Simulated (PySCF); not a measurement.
## NbS₂⁺: from structure and modes to constants

Level of theory: PySCF, PBE0, basis Nb def2-TZVP with ECP28, S def2-TZVP (scalar-relativistic core potentials, no spin–orbit coupling, density fitting).

The singlet minimum has C2v symmetry. Masses (u): Nb 92.90638, S 31.97207.

```xyz
3
charge 1 multiplicity 1, angstrom
Nb    0.5219    0.0000    0.0000
S    -0.7596    1.6613    0.0000
S    -0.7596   -1.6613    0.0000
```

Harmonic wavenumbers (cm⁻¹): 215.9 (a1, ×1), 594.4 (b2, ×1), 605.9 (a1, ×1).

Question: Find the principal moments of inertia and the rotational constants. What kind of rotor is it?

Answer: About the centre of mass I = 62.197, 176.48, 238.68 u Å². With B = 16.8576/I this gives 0.271, 0.09552, 0.07063 cm⁻¹. The molecule is an asymmetric top with κ = -0.75.

Question: What is the harmonic zero-point energy?

Answer: Half the sum of all 3 wavenumbers, 1416/2 = 708 cm⁻¹, which is 8.5 kJ/mol (1 cm⁻¹ = 0.0119627 kJ/mol).

Question: Find the vibrational entropy and heat capacity at 298.15 K.

Answer: With u = 1.43878 ω/T, each mode gives S = R[u/(eᵘ−1) − ln(1−e⁻ᵘ)] and C = R u² eᵘ/(eᵘ−1)².
```
ω (cm⁻¹)      u  S (J/(mol K))  C (J/(mol K))
   215.9  1.042           8.34           7.60
   594.4  2.868           1.92           4.37
   605.9  2.924           1.84           4.26
```
The sums over all modes are S = 12.1 and C = 16.2 J/(mol K); the softest mode gives 69 % of the entropy.

Question: Give the standard entropy (298.15 K, 1 bar) by its translational, rotational, vibrational and spin parts, and Cp.

Answer: Sackur–Tetrode with M = 156.85 u gives 171.9; rotation with symmetry number 2 gives 104.2; vibration 12.1; spin R ln 1 = 0.0. The total is 288.2 J/(mol K), and Cp = 4 R + 16.2 = 49.5 J/(mol K).

This need not be the most stable arrangement of these atoms.
